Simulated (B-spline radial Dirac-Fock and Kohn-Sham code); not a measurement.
## P²⁺ 2p1/2: cross section and angular parameters

System: phosphorus as P²⁺ in the configuration 1s2 2s2 2p6 3s2 3p1; threshold 163.6 eV (orbital energy of the model). Model: Dirac-Hartree-Slater photoionisation with a Latter tail; cross sections with all multipoles, angular parameters from the dipole term and its interference with E2. Program: a radial B-spline solver.

For linearly polarised light dσ/dΩ = σ/(4π) [1 + β P₂(cos θ) + (δ + γ cos²θ) sin θ cos φ], with θ from the polarisation vector and φ the angle between the beam and the projection of the electron momentum on the plane normal to the polarisation.

```
hν (eV)   σ (kb)      β       γ      δ
    182     1320  0.967  -0.037  0.009
    247      789  1.368   0.027  0.013
    289      552  1.440   0.065  0.014
    400      248  1.482   0.156  0.017
    600     83.6  1.432   0.283  0.023
    800     36.7  1.350   0.375  0.030
   1060     15.8  1.245   0.466  0.040
   1210     10.5  1.190   0.508  0.045
   1560     4.74  1.076   0.588  0.060
   1900     2.50  0.984   0.647  0.074
   2000     2.12  0.959   0.662  0.078
   2090     1.83  0.938   0.675  0.081
 2984.4    0.551  0.770   0.771  0.116
   3960        ?      ?       ?      ?
   4780    0.106  0.566   0.888  0.177
   5950   0.0480  0.484   0.942  0.212
   6000   0.0465  0.481   0.944  0.214
   6660   0.0318  0.446   0.971  0.232
   7750   0.0182  0.397   1.013  0.260
  10600  0.00563  0.309   1.109  0.325
  11200  0.00457  0.294   1.127  0.338
```

Problem. Give the values at 3960 eV.

Solution. σ = 0.206 kb, β = 0.644, γ = 0.842, δ = 0.151.

Values without a named source are computed, but for edge energies of neutral atoms, which are taken from tables.
